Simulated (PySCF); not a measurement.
- geometry: GFN2-xTB
- shieldings: GIAO PBE0/pcSseg-1
- code: PySCF
- no relativistic terms, a single conformation, one averaged value for each set of equivalent atoms, no solvent model

Shifts are taken against calculated references (same method and geometry level): TMS for 1H, 13C. Shifts are as computed. Against solution values, carbons near 30 ppm lie about +3 ppm off and those near 130 ppm about +5 ppm; carbons on Cl a further +6 ppm. Of 1211 compounds with measured shifts, 218 miss one by over three times the rms of a fit or turn the order of signals round; such compounds aren't used in these exercises. Carbons bonded to Cl come out too deshielded.

Task: Order these molecules by the shift of their most deshielded carbon, lowest δ first.
A. FC(F)(F)C(F)(F)CO[SiH3]
B. C#C/C(=C/[SiH3])C(F)(F)F
C. C[SiH](C)[Si@H](P)C=O
D. CO/C=C(/Cl)[C@H]1OC(=O)[SiH2]1

Result: A (128.7 ppm, CF3 carbon), B (148.6 ppm, alkene CH), D (182.2 ppm, carbonyl carbon), C (248.0 ppm, carbonyl carbon).

Task: Order these molecules by the shift of their most shielded carbon, lowest δ first.
A. C#C/C(=C/[SiH3])C(F)(F)F
B. C=C/C=C\[C@H](F)C=C
C. C[SiH](C)[Si@H](P)C=O
D. CO/C=C(/Cl)[C@H]1OC(=O)[SiH2]1
E. FC(F)(F)C(F)(F)CO[SiH3]

Result: C (-4.5 ppm, methyl carbon bonded to Si), D (59.4 ppm, methyl carbon bonded to O), E (67.1 ppm, sp3 CH2 bonded to O), A (83.7 ppm, alkyne carbon), B (94.0 ppm, allylic sp3 CH bonded to F).

Task: How many 13C and 1H signals does each give (equivalence by symmetry and fast rotation, but not about amide C–N or C=N bonds)? `CO/C=C(/Cl)[C@H]1OC(=O)[SiH2]1`, `C=C/C=C\[C@H](F)C=C`, `FC(F)(F)C(F)(F)CO[SiH3]`, `C#C/C(=C/[SiH3])C(F)(F)F`, `C[SiH](C)[Si@H](P)C=O`

Result: CO/C=C(/Cl)[C@H]1OC(=O)[SiH2]1: 5 C, 5 H; C=C/C=C\[C@H](F)C=C: 7 C, 9 H; FC(F)(F)C(F)(F)CO[SiH3]: 3 C, 2 H; C#C/C(=C/[SiH3])C(F)(F)F: 5 C, 3 H; C[SiH](C)[Si@H](P)C=O: 3 C, 6 H.
